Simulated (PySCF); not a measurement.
# Excitation energy of Pt(2+) by level of theory

Pt(2+) [Xe] 4f14 5d8 (3F) → Pt(2+) [Xe] 4f14 5d7 6p1 (high-spin determinant), as a difference of total energies. All numbers are calculated (PySCF 2.14, the spin-free X2C one-electron Hamiltonian (Gaussian nucleus), in x2c-TZVPPall with one added diffuse shell each of s, p, d, f type (12s8p8d4f1g, 113 functions)). Correlated levels: valence: [Xe] 4f14 frozen. The calculations carry no spin-orbit coupling.

```
           method  excitation energy (eV)
              UHF                  10.442
    MP2 (valence)                  11.232
SCS-MP2 (valence)                  11.485
   CCSD (valence)                  11.095
CCSD(T) (valence)                  11.106
```

How much does correlation contribute at CCSD(T) (valence)?

11.106 − (10.442) = 0.664 eV, measured against UHF.

A first-order spin-orbit estimate (lowest level to lowest level, LS coupling) adds 0.379 eV.

The determinant of the upper state mixes LS terms, which raises its energy above the lowest term, most at the Hartree-Fock and MP2 levels.
